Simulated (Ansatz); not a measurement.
The cluster B₃F₃. Total charge 0; singlet. Geometry PBE0-D4/def2-SVP.

Cartesian coordinates in Å:
```
B 0.617 0.323 -0.835
B -0.217 -0.572 0.899
B -0.766 0.476 -0.123
F 1.805 0.014 -1.212
F -1.902 1.183 -0.305
F 0.463 -1.425 1.576
```

The restricted singlet is unstable towards broken spin symmetry in Hartree–Fock (as tested in another run); at HF/STO-3G this wasn't settled. The structure comes from a short search, and lower isomers may exist.

Problem. Estimate the orbital energies around the gap (eV) in Ansatz with HF/STO-3G, PBE-D4/def2-SVP, r2SCAN-D4/def2-TZVP, PBE0-D4/def2-SVP, PBE0-D4/def2-TZVPD.

Solution. 
```
orbital  HF/STO-3G  PBE-D4/def2-SVP  r2SCAN-D4/def2-TZVP  PBE0-D4/def2-SVP  PBE0-D4/def2-TZVPD
 HOMO−9     -17.22           -13.97               -14.72            -16.16              -16.23
 HOMO−8     -16.25           -12.77               -13.41            -14.94              -15.01
 HOMO−7     -15.98           -12.54               -13.19            -14.83              -14.87
 HOMO−6     -15.80           -12.46               -13.05            -14.68              -14.73
 HOMO−5     -15.50           -12.39               -13.04            -14.63              -14.67
 HOMO−4     -13.16           -11.77               -12.46            -13.82              -13.95
 HOMO−3     -13.03           -10.41               -11.09            -12.49              -12.65
 HOMO−2     -12.21            -9.89               -10.59            -12.03              -12.21
 HOMO−1      -8.57            -7.43                -7.97             -8.98               -9.11
   HOMO      -4.33            -5.07                -5.35             -6.15               -6.24
   LUMO       4.99            -4.06                -3.97             -3.24               -3.30
 LUMO+1       7.36            -1.25                -1.11             -0.46               -0.57
 LUMO+2      12.40            -0.44                -0.46              0.45               -0.52
 LUMO+3      12.84             0.53                 0.71              1.56                0.36
 LUMO+4      13.24             2.03                 2.28              3.06                1.01
 LUMO+5      16.05             2.97                 2.30              3.94                1.89
```
